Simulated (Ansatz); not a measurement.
The cluster Hg₂O⁺. Charge 1, multiplicity 4. Geometry PBE0-D4/def2-TZVP; atoms count from 1.

| atom | x (Å) | y (Å) | z (Å) |
| --- | --- | --- | --- |
| Hg1 | 0.134 | 1.873 | -0.736 |
| Hg2 | -0.646 | -1.501 | 1.182 |
| O3 | 0.512 | -0.372 | -0.446 |

In the def2 sets Hg takes a core potential; there is no spin–orbit coupling. At PBE0-D4/def2-TZVP a doublet of charge 1 lies 0.59 eV below the quartet, each at its own geometry. The structure comes from a short search, and lower isomers may exist.

(1) Estimate the Mulliken populations from the PBE0/def2-TZVP orbitals of Ansatz.

(2) Where does the spin sit?

(3) And the Mayer bond orders between heavy atoms (over 0.3)?

Answers

(1) 
```csv
atom,charge (e),spin (α − β),d electrons
Hg1,0.63,0.73,9.97
Hg2,0.63,0.73,9.97
O3,-0.26,1.53,–
```
Mulliken values depend strongly on the basis.

(2) Summed by element: Hg 1.47, O 1.53, of 3 unpaired in all. Largest on single atoms: O3 1.53, Hg1 0.73, Hg2 0.73.

(3) Hg1–O3 0.51 (2.30 Å); Hg2–O3 0.51 (2.30 Å).
